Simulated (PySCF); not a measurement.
```xyz
4
charge 0 multiplicity 2, angstrom
Sn    0.0000    0.0000    0.0000
H     1.6830    0.0000    0.0000
H    -0.8415    1.4575    0.0000
H    -0.8415   -1.4575    0.0000
```

Method: PySCF, UPBE0, basis Sn def2-TZVP with ECP28, H def2-TZVP (scalar-relativistic core potentials, no spin–orbit coupling, density fitting).

This geometry of SnH3 is a stationary point at this level.

(1) What is the point group?

(2) Is it a minimum?

(3) List the harmonic modes with their infrared intensities.

(4) What are the dipole moment and the gap between the highest occupied and lowest empty levels of either spin?

Results:

(1) D3h.

(2) No: it has 1 imaginary mode, at 685i cm⁻¹ (a2'').

(3) 
| symmetry | ω (cm⁻¹) | IR (km/mol, summed over degenerate members) | type |
| --- | --- | --- | --- |
| a2'' | 685i | – | bend |
| e' | 664 | 162 | bend |
| a1' | 2004 | 0.0 | stretch |
| e' | 2028 | 189 | stretch |

(4) 0.00 D and 2.99 eV.

This need not be the most stable arrangement of these atoms. At this level a doublet minimum of C3v symmetry lies 29 kJ/mol below this structure. Spin–orbit coupling, left out here, can matter for elements this heavy.
